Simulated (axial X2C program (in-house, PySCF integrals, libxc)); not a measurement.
**Potential curves of LiCr⁻, spin-free**

Computed with an axial X2C code built on PySCF integrals. Spin-free means the one-electron spin-free X2C Hamiltonian. Basis: Cr dyall-acv3z [10s11p7d4f2g], Li dyall-av3z [9s9p3d] (cores contracted in-house); Gaussian nuclei, density fitting, unrestricted open shells. Masses: Cr 51.941 u, Li 7.016 u.

State: M_S = 3, Λ = 0 (beyond evenly filled blocks: 2 × σα, π+α, π-α, δ+α, δ-α). Energies in cm⁻¹ from the fragments at the same level (Cr + Li-). Fits are polynomials in 1 − R0/R over 0.85 to 1.23 times the lowest point R0.

| R (Å) | CCSD | CCSD(T) | PBE0 |
| --- | --- | --- | --- |
| 2.5465 |  |  | -6035 |
| 2.6636 | -6078 | -7262 | -6464 |
| 2.7514 | -6254 | -7388 | -6652 |
| 2.8392 | -6342 | -7427 | -6751 |
| 2.9270 | -6360 | -7395 | -6778 |
| 3.0294 | -6309 | -7289 | -6738 |
| 3.1319 | -6201 | -7126 | -6641 |
| 3.2636 | -6005 | -6867 | -6452 |
| 3.4246 |  |  | -6161 |
| 3.6587 |  |  | -5673 |

Correlated methods: 8 electrons correlated (number of frozen shells: Cr 3 s, 2 p; Li 1 s), 286 virtual spin orbitals or spinors in MP2, 90 natural virtuals in coupled cluster.

One determinant describes the state; a PBE0 search over occupations chose it and may have missed a lower one. De is counted from the lowest determinant-based energies of the atoms at the same level, without counterpoise correction. CCSD and (T) use frozen natural virtuals with an MP2 correction for the truncation; (T) itself is uncorrected, so its De runs slightly low. Other states lie close and PBE0, whose exact exchange favours high spin, may order them wrongly; the determinant shown need not be the ground state. The nearest other spin-free determinant of the search, M_S = 2, Λ = 0, lies 0.14 eV up at the distance of the search. The highest occupied level of some functionals is positive through self-interaction error; at Hartree–Fock it is bound. The determinant is spin-polarised beyond a pure state at some levels (its spin-free form has ⟨S²⟩ too high), which makes Re and μ there less reliable. The T1 diagnostic is large, a sign of multireference character. Coupled cluster ran on the points near the minimum only. MP2 and coupled cluster on one determinant become unreliable at the stretched end.

**Question.** Fit the CCSD curve near its minimum: give the equilibrium distance, the harmonic wavenumber and the well depth.

**Answer.** At CCSD, spin-free: Re = 2.908 Å, ωe ≈ 205 cm⁻¹, De = 0.79 eV to Cr + Li-; Be follows as 0.323 cm⁻¹.

**Question.** What are Re, ωe and De at the CCSD(T) level?

**Answer.** At CCSD(T), spin-free: Re = 2.841 Å, ωe ≈ 222 cm⁻¹, De = 0.92 eV to Cr + Li-; Be follows as 0.338 cm⁻¹.

**Question.** Fit the PBE0 curve near its minimum: give the equilibrium distance, the harmonic wavenumber and the well depth.

**Answer.** At PBE0, spin-free: Re = 2.921 Å, ωe ≈ 202 cm⁻¹, De = 0.84 eV to Cr + Li-; Be follows as 0.32 cm⁻¹.
